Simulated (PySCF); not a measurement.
**Xe²⁹⁺: ionisation energy**

Xe²⁹⁺ [Ar] 3d7 (4F) → Xe³⁰⁺ [Ar] 3d6 (5D), as a difference of total energies. Calculation: PySCF 2.14, in an uncontracted even-tempered set (19 s from 3.9 bohr⁻², ratio 2.5; 13 p from 5 bohr⁻², ratio 2.5; 8 d from 5 bohr⁻², ratio 2.5; 4 f from 23 bohr⁻², ratio 2.7; 3 g from 34 bohr⁻², ratio 2.7); scalar relativity by spin-free X2C-1e. Correlated levels: outer shells: [Ne] frozen; virtual orbitals above 40 to 60 times the deepest correlated orbital energy dropped. The calculations carry no spin-orbit coupling.

| method | ionisation energy (eV) |
| --- | --- |
| UHF | 1742.5 |
| LDA | 1743.3 |
| PBE | 1743.7 |
| PBE0 | 1744.0 |
| r2SCAN | 1744.9 |
| TPSSh | 1743.9 |
| SCS-MP2 (outer shells) | 1743.9 |

Task: Estimate what MP2 (outer shells) gives.

Result: 1743.8 eV, closest to PBE among the rows shown.

Task: Estimate what B2PLYP gives.

Result: 1743.9 eV, closest to SCS-MP2 (outer shells) among the rows shown.

A first-order spin-orbit estimate (lowest level to lowest level, LS coupling) adds 2.694 eV.

Breit and QED terms and the two-electron picture change are absent.

For comparison: 1742 ± 4 eV (theoretical estimate listed by NIST; NIST Atomic Spectra Database, ionization energies).
